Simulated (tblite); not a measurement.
Parent: `[CH3:1][CH2:2][SiH:3]1[CH2:4][S:5][CH2:6]1` with C1–C2–Si3–C4 -174°, C4H10SSi.

Computed geometry: GFN2-xTB, gas phase. One conformer each, not checked by frequencies here.

| coordinate of the parent | value |
| --- | --- |
| C1–C2 | 1.524 Å |
| C2–Si3 | 1.898 Å |
| Si3–C4 | 1.914 Å |
| C4–S5 | 1.836 Å |
| S5–C6 | 1.839 Å |
| Si3–C6 | 1.915 Å |
| C1–C2–Si3 | 112.2° |
| C2–Si3–C4 | 115.6° |
| C2–Si3–C6 | 116.0° |
| C4–Si3–C6 | 84.7° |
| Si3–C4–S5 | 92.9° |
| C4–S5–C6 | 89.1° |
| Si3–C6–S5 | 92.8° |

Q: How does the shared frame change in `[CH3:1][CH2:2][Si:3]1([CH:4]([CH3:5])[CH3:6])[CH2:7][S:8][CH2:9]1` with C1–C2–Si3–C4 -65°, C2–Si3–C4–C5 -50°, C7H16SSi? Atoms pair as C1 = C1, C2 = C2, Si3 = Si3, C4 = C9, S5 = S8, C6 = C7 (parent first).

A: 
```
   parent   relative  value in the relative  change
    C1–C2      C1–C2                1.526 Å  +0.002
   C2–Si3     C2–Si3                1.909 Å  +0.011
   Si3–C4     Si3–C9                1.920 Å  +0.006
    C4–S5      C9–S8                1.835 Å  -0.001
    S5–C6      S8–C7                1.837 Å  -0.002
   Si3–C6     Si3–C7                1.920 Å  +0.005
C1–C2–Si3  C1–C2–Si3                 114.0°    +1.8
C2–Si3–C4  C2–Si3–C9                 111.3°    -4.3
C2–Si3–C6  C2–Si3–C7                 112.6°    -3.4
C4–Si3–C6  C9–Si3–C7                  84.8°    +0.1
Si3–C4–S5  Si3–C9–S8                  92.8°    -0.1
 C4–S5–C6   C9–S8–C7                  89.6°    +0.5
Si3–C6–S5  Si3–C7–S8                  92.7°    -0.1
```

Of the parent's bonds, C2–Si3 changes most (+0.011 Å). Bonds of the relative outside the shared frame: Si3–C4 1.914, C4–C5 1.527, C4–C6 1.527 Å. Point group C1 → C1.

Q: How does the shared frame change in `[CH3:1][CH2:2][Si:3]1([OH:4])[CH2:5][S:6][CH2:7]1` with C1–C2–Si3–O4 -59°, C2–Si3–O4–H -178°, C4H10OSSi? Atoms pair as C1 = C1, C2 = C2, Si3 = Si3, C4 = C7, S5 = S6, C6 = C5 (parent first).

A: 
```
   parent   relative  value in the relative  change
    C1–C2      C1–C2                1.524 Å   0.000
   C2–Si3     C2–Si3                1.893 Å  -0.005
   Si3–C4     Si3–C7                1.916 Å  +0.002
    C4–S5      C7–S6                1.837 Å  +0.001
    S5–C6      S6–C5                1.840 Å  +0.001
   Si3–C6     Si3–C5                1.917 Å  +0.002
C1–C2–Si3  C1–C2–Si3                 112.1°    -0.1
C2–Si3–C4  C2–Si3–C7                 118.6°    +3.0
C2–Si3–C6  C2–Si3–C5                 118.8°    +2.8
C4–Si3–C6  C7–Si3–C5                  84.5°    -0.2
Si3–C4–S5  Si3–C7–S6                  93.0°    +0.1
 C4–S5–C6   C7–S6–C5                  89.0°    -0.1
Si3–C6–S5  Si3–C5–S6                  92.9°    +0.1
```

Of the parent's bonds, C2–Si3 changes most (-0.005 Å). Bonds of the relative outside the shared frame: Si3–O4 1.628 Å. Point group C1 → C1.
